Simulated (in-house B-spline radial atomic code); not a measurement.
Results of a calculation; reference values are marked as such.
**Stopping and range of 2 keV Ge in InAs**

The pair potential comes from two frozen, spherical free-atom densities (PBE, B-spline radial code, scalar-relativistic past argon): electrostatics plus the change in Thomas-Fermi kinetic and Dirac exchange energy where they overlap, the recipe behind the universal ZBL potential, which averages such potentials (from solid-state densities) over many pairs. It is written V = (Z1 Z2 e²/r) φ(r/a), with e² = 14.3996 eV·Å and a = 0.46850 Å/(Z1^0.23 + Z2^0.23); ZBL's fit is φ = 0.18175 e^(−3.1998x) + 0.50986 e^(−0.94229x) + 0.28022 e^(−0.4029x) + 0.02817 e^(−0.20162x). Where φ falls below 4e-4 it is continued as an exponential.

The target is taken as amorphous, with density 5.68 g/cm³ (NSM archive of the Ioffe Institute); channelling is ignored. Masses: Ge 72.63, In 114.82, As 74.92 u. Nuclear stopping is S_n = 4π a Z1 Z2 e² M1/(M1 + M2) × s_n(ε), with s_n integrated over impact parameters for each pair. Electronic stopping is Lindhard and Scharff's S_e = Z1^(1/6) 8π e² a0 Z1 Z2/(Z1^(2/3) + Z2^(2/3))^(3/2) × v/v0, with a0 = 0.529177 Å and v = v0 at 24.801 keV/u; it misses the oscillations with Z1 seen in experiment, which reach tens of per cent. Compounds add by atom fraction.

```tsv
target atom	a (Å)	ε at this energy	s_n, this pair	s_n, ZBL potential
In	0.10039	0.005447	0.1279	0.1276
As	0.10519	0.007025	0.1395	0.1422
```

Question: What are the atom density and the stopping powers at entry?

Answer: N = 5.68 × 0.602214/94.87 = 0.03606 atoms/Å³. For In: S_n = 11040 × 0.1279 = 1411 eV·Å², S_e = 3.5062 × √2000 = 156.8 eV·Å². For As: S_n = 9894 × 0.1395 = 1381 eV·Å², S_e = 2.9209 × √2000 = 130.6 eV·Å². Averaged over the target's atoms (half each) and times N × 10 Å/nm, the ion loses N S_n = 503 eV/nm to recoils and N S_e = 51.8 eV/nm to electrons; the nuclear share is 91 %.

Along the track:

```json
{"E (keV)": "0.1", "N S_n (eV/nm)": "108", "N S_e (eV/nm)": "11.6"}
{"E (keV)": "0.3", "N S_n (eV/nm)": "198", "N S_e (eV/nm)": "20.1"}
{"E (keV)": "0.6", "N S_n (eV/nm)": "283", "N S_e (eV/nm)": "28.4"}
{"E (keV)": "1", "N S_n (eV/nm)": "365", "N S_e (eV/nm)": "36.6"}
{"E (keV)": "1.5", "N S_n (eV/nm)": "442", "N S_e (eV/nm)": "44.9"}
{"E (keV)": "2", "N S_n (eV/nm)": "503", "N S_e (eV/nm)": "51.8"}
```

Question: Estimate the path length and the projected range.

Answer: With continuous slowing down the path is the integral of dE/(N (S_n + S_e)). Trapezoids over the table give 5.7 nm, and the stretch below the first row, with stopping taken as √E, adds 2E/(N S) = 1.7 nm: 7.38 nm in all, against 6.98 nm on a fine grid from 5 eV, a cut that itself drops some per cent of so short a path. Deflections shorten the depth: to first order in the energy passed on, N (S_n + S_e) dR_p/dE = 1 − N S_n (M2/M1) R_p/(2E), summed over the target's atoms, and integrating this on the fine grid gives R_p = 3.26 nm, 0.47 of the path. Lindhard's rule of thumb R/(1 + M2/3M1), with mean M2/M1 = 1.31, gives 4.86 nm. On the ZBL potential the same equation gives 3.22 nm, and the full integral equation, which keeps hard collisions, 3.23 nm.
